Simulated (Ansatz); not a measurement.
Other settings, tried on [InMeH3]- (CH₆In⁻).

```yaml
crystal:
  periodic: [false, false, false]
  atoms:
    - {symbol: In, position_ang: [-0.001512, 0.003587, -1.050056]}
    - {symbol: C, position_ang: [0.001714, -0.004090, 1.196319]}
    - {symbol: H, position_ang: [-1.027334, 0.042121, 1.589701]}
    - {symbol: H, position_ang: [0.558258, 0.862485, 1.590173]}
    - {symbol: H, position_ang: [0.475906, -0.920837, 1.584326]}
    - {symbol: H, position_ang: [1.699059, -0.021142, -1.639285]}
    - {symbol: H, position_ang: [-0.829867, 1.492377, -1.630658]}
    - {symbol: H, position_ang: [-0.876214, -1.454490, -1.640520]}
basis:
  gaussian: {orbitals: def2-mTZVP}
total_charge: -1
hamiltonian: {xc: {name: PBE0}, dispersion: d3bjatm}
accuracy: high
scf: {omitted_lower_state_checks: [starts]}
output: {forces: true}
```

```sh
$ ansatz run in.yaml --threads 2 --pin off --events-out ev --progress --plain --max-ram 4352MiB
```

It prints (some lines left out):

```
Functional definition: PBE0
1640 factors; integrals over basis functions are off by at most 3.6e-9 eV
mean field evaluation 1: about -6305.2644 eV, gradient 3.0e1 eV
mean field evaluation 2: about -6304.5987 eV, gradient 3.4e1 eV
mean field evaluation 4: about -6307.3253 eV, gradient 9.6e-1 eV
mean field evaluation 8: about -6307.4000 eV, gradient 2.3e-2 eV
mean field evaluation 16: about -6307.4000 eV, gradient 2.6e-6 eV
mean field -6307.40000008 eV, -231.7926746937 hartree, gradient 2.7e-8 eV, S^2 0.000000; 0 other end points of the search recorded, 0 dependent functions left out
reference -6307.40000402 eV, -231.7926748386 hartree; 17, 17 occupied and 56, 56 virtual orbitals, 1640 factors
Total energy: -6307.49469685 eV, -231.7961547356 hartree
Atom 0 at    -0.001512     0.003587    -1.050056 Å, force     0.000239    -0.000601     0.135124 eV/Å
Atom 1 at     0.001714    -0.004090     1.196319 Å, force    -0.000075    -0.000070     0.006233 eV/Å
Atom 2 at    -1.027334     0.042121     1.589701 Å, force     0.241986    -0.011787    -0.043295 eV/Å
Atom 3 at     0.558258     0.862485     1.590173 Å, force    -0.131497    -0.203331    -0.043267 eV/Å
Atom 4 at     0.475906    -0.920837     1.584326 Å, force    -0.110669     0.215820    -0.042294 eV/Å
Atom 5 at     1.699059    -0.021142    -1.639285 Å, force    -0.032462    -0.000007    -0.004180 eV/Å
Atom 6 at    -0.829867     1.492377    -1.630658 Å, force     0.016248    -0.028131    -0.004166 eV/Å
Atom 7 at    -0.876214    -1.454490    -1.640520 Å, force     0.016231     0.028107    -0.004156 eV/Å
Dipole moment:     0.000358    -0.000865     0.260836 e Å
Checks for a lower state left out: starts
```

Hardware: 2 threads of Arm Neoverse V2 on a shared host. Wall time 3.7 s.

In the def2 sets In takes a core potential; there is no spin–orbit coupling. The highest occupied level of an anion often lies above zero with these methods, and sets without diffuse functions describe the outer electron poorly.

The dipole of an ion depends on the origin.
